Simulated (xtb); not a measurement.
Species: C₃H₇N, SMILES `C=CCN` (charge 0, multiplicity 1).

Q: Give a relaxed geometry from GFN2-xTB (xtb).

A: This is not unique; one that fits is the end point of this relaxation, one of several conformers (outside a Z-matrix the atoms follow the SMILES, hydrogens last).
Z-matrix (Å, degrees):
```
C
C 1 1.3198
H 2 1.0764 1 121.93
H 2 1.0788 3 115.64 1 180.00
H 1 1.0823 2 120.29 3 0.00
C 1 1.5063 5 114.02 2 -180.00
H 6 1.0965 1 108.44 5 -57.91
H 6 1.0965 7 106.97 1 -116.77
N 6 1.4495 7 107.67 8 -115.48
H 9 1.0148 6 110.03 7 178.24
H 9 1.0148 10 107.73 6 -119.95
```
